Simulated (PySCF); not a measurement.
# Radial density of Tb²⁺ (terbium, charge +2)

revPBE, [Xe] 4f9, one real determinant. Calculation: PySCF 2.14, in x2c-TZVPPall; the spin-free X2C one-electron Hamiltonian (Gaussian nucleus).

| r (bohr) | 4πr²ρ (e/bohr) | 4πr²(ρα − ρβ) |
| --- | --- | --- |
| 0.0256 | 76.72 | 0.0034 |
| 0.0431 | 93.02 | 0.0057 |
| 0.0725 | 114.1 | 0.0011 |
| 0.122 | 86.33 | 0.0771 |
| 0.205 | 99.42 | 0.8784 |
| 0.345 | 44.05 | 3.7861 |
| 0.580 | 49.22 | 5.9515 |
| 0.976 | 16.66 | 3.3899 |
| 1.64 | 7.014 | 0.7736 |
| 2.76 | 0.6964 | 0.0317 |
| 4.65 | 0.003351 | 0.0000 |
| 7.81 | 1.415e-05 | 0.0000 |

Densities and radii are taken from the X2C orbitals without a picture-change correction, which distorts them close to the nucleus.

⟨L²⟩ = 24.01 against 30 for a pure H term, so this real determinant mixes terms. Spin-orbit coupling, absent here, splits the open shell strongly.
